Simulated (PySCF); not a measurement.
## Correlation energy of Ge⁺ (germanium, charge +1)

[Ar] 3d10 4s2 5s1, 2S determinant (an excited configuration). Calculation: PySCF 2.14, in x2c-TZVPPall with one added diffuse shell each of s, p, d type (7s6p5d1f, 57 functions); scalar relativity by spin-free X2C-1e. Frozen: [Ar] 3d10; 3 electrons correlated.

```tsv
level	correlation energy (mhartree)
CCSD	-47.65
(T)	-0.87
CCSD(T)	-48.52
CCSDT	-48.84
```

Diagnostics: T1 = 0.0091, D1 = 0.0220, largest double amplitude 0.093.

Task: Is a single reference adequate?

Result: Mostly. T1 lies below 0.03, but a double amplitude of this size points to a near-degeneracy that CCSD handles and MP2 describes poorly.
